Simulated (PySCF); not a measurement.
Electron correlation in Sn²⁺ (tin, charge +2)

[Kr] 4d10 5s2, closed-shell 1S. Calculation: PySCF 2.14, in def2-TZVP with the def2 core potential (28 electrons) (6s5p3d2f, 50 functions); a scalar-relativistic core potential. Frozen: 4s2 4p6 4d10; 2 electrons correlated.

Total MP2 correlation energy: -25.04 mhartree.

Same-spin part 0.00 and opposite-spin part -25.04 mhartree; SCS-MP2 scales them by 1/3 and 6/5 to -30.05 mhartree.

With two correlated electrons CCSD is exact within the correlated space (frozen core and kept virtual orbitals).

```json
{"level": "CCSD", "correlation energy (mhartree)": "-34.50"}
```

Diagnostics: T1 = 0.0043, D1 = 0.0062, largest double amplitude 0.100.

Cost of the coupled-cluster step: 0.21 s of wall time on 1 thread of Neoverse-V1 (shared host), for 2 correlated electrons.

Iterations:

```
CC2 = 0
CCSD nocc = 1, nmo = 41
frozen orbitals [0, 1, 2, 3, 4, 5, 6, 7, 8]
max_cycle = 100
direct = 0
conv_tol = 1e-08
conv_tol_normt = 1e-06
diis_space = 8
diis_start_cycle = 0
Init t2, MP2 energy = -212.607752701319  E_corr(MP2) -0.0250380786218321
Init E_corr(CCSD) = -0.0250380786220333
cycle = 1  E_corr(CCSD) = -0.0309237291934622  dE = -0.00588565057  norm(t1,t2) = 0.0399831
cycle = 2  E_corr(CCSD) = -0.0330241706567106  dE = -0.00210044146  norm(t1,t2) = 0.0166034
cycle = 3  E_corr(CCSD) = -0.0345130051834488  dE = -0.00148883453  norm(t1,t2) = 0.00711967
cycle = 4  E_corr(CCSD) = -0.0344996534773754  dE = 1.33517061e-05  norm(t1,t2) = 0.000195295
cycle = 5  E_corr(CCSD) = -0.0345013725490967  dE = -1.71907172e-06  norm(t1,t2) = 1.75997e-05
cycle = 6  E_corr(CCSD) = -0.0345004778296628  dE = 8.94719434e-07  norm(t1,t2) = 3.37807e-06
cycle = 7  E_corr(CCSD) = -0.0345006400269847  dE = -1.62197322e-07  norm(t1,t2) = 7.08703e-07
cycle = 8  E_corr(CCSD) = -0.0345006286260545  dE = 1.14009302e-08  norm(t1,t2) = 9.73728e-08
cycle = 9  E_corr(CCSD) = -0.0345006249242306  dE = 3.70182392e-09  norm(t1,t2) = 4.72979e-08
CCSD converged
E(CCSD) = -212.6172152476209  E_corr = -0.03450062492423057
```
